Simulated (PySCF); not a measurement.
## Property card for `COB(C)Cl`

C2H6BClO.
Atom-mapped SMILES: `[CH3:1][O:2][B:3]([CH3:4])[Cl:5]` (hydrogens: H6, H7, H8 on C1; H9, H10, H11 on C4)

Among its groups: three-coordinate boron.

From PBE0-D3(BJ)/def2-SVP geometry optimisation, gas phase (PySCF):

```
Rotational constants A, B, C : 6.786, 2.469, 1.853 GHz
```

From PBE0/def2-SVPD ground state, ΔSCF and vertical TDDFT (core frozen in the response) (PySCF):

```
Dipole moment                                                     : 3.15 D
HOMO energy                                                       : -8.62 eV
LUMO energy                                                       : 0.04 eV
HOMO–LUMO gap                                                     : 8.66 eV
Lowest singlet excitation                                         : 6.99 eV (177 nm, f = 0.001)
Strongest line among the 10 lowest singlet transitions            : S3 at 7.73 eV (160 nm, f = 0.173)
Lowest triplet excitation (Tamm–Dancoff)                          : 6.66 eV
Static isotropic polarisability                                   : 57.8 au
Vertical ionisation energy                                        : 10.93 eV
Electronic spatial extent ⟨r²⟩ about the centre of nuclear charge : 646 bohr²
```

**PBE0/pcSseg-1 ground state and GIAO shieldings, non-relativistic (PySCF)**

```
Lowest Hirshfeld atomic charge                              : -0.20 e on C4
Highest Hirshfeld atomic charge                             : +0.22 e on B3
13C chemical shifts (computed TMS as zero) by class         : 55.3 (C1), 2.9 (C4) ppm
1H chemical shifts (computed TMS as zero) by class          : 3.80 (H6/H7/H8), 0.64 (H9/H10/H11) ppm
Isotropic shieldings of nuclei other than C and H, by class : 57 (B3), 169 (O2), 781 (Cl5) ppm
Mayer bond orders between heavy atoms                       : C1–O2 0.88, O2–B3 1.26, B3–C4 1.03, B3–Cl5 1.05
```

**delta-SCF UKS SCAN, pcX-2 on the ionised atom, pcseg-1 elsewhere, spin-free X2C; 2p3/2 from a spin–orbit splitting computed afterwards within the 2p shell (PySCF)**

```
Core binding energies : B1s 197.6 (B3), Cl2p3/2 205.7 (Cl5), C1s 290.6 (C4), C1s 292.9 (C1), O1s 539.1 (O2), Cl1s 2828.3 (Cl5) eV
```

Monoisotopic mass (most abundant isotopes): 92.0200 u.

In wavenumbers S1 is 56400 cm⁻¹ (1 eV = 8065.54 cm⁻¹). The rotational constants make it an asymmetric top with κ = (2B − A − C)/(A − C) = -0.75, nearer the prolate limit (−1). The polarisability is 8.56 Å³ as a volume (1 au = 0.148185 Å³), or 1.20 au for each of the 48 electrons. The vertical singlet–triplet gap S1 − T1 is 0.33 eV (TDDFT singlet less Tamm–Dancoff triplet; S1: HOMO→LUMO, weight 0.92; T1: HOMO→LUMO, weight 0.71). No computed singlet falls in the visible range (750 to 380 nm, 1.65 to 3.26 eV); S1 lies 3.73 eV above its blue end. The largest Löwdin shares of the HOMO are 0.72 on Cl5, 0.10 on C4 and 0.10 on B3. S1 lies 1.67 eV below the HOMO–LUMO gap; its leading configuration is HOMO→LUMO, weight 0.92.

 NMR classes are plain means over equivalent atoms (diastereotopic ones count apart unless rotation or inversion swaps them), as if these changed places fast; in this geometry the members of some classes differ.

For the geometry optimisation (PBE0-D3(BJ)/def2-SVP), time: 18 s of wall time. Hardware: Arm Neoverse V2, one thread, shared host.

Conformer computed: `[CH3:1][O:2][B:3]([CH3:4])[Cl:5]`: C1–O2–B3–C4 0°.

One conformer stands for the species.
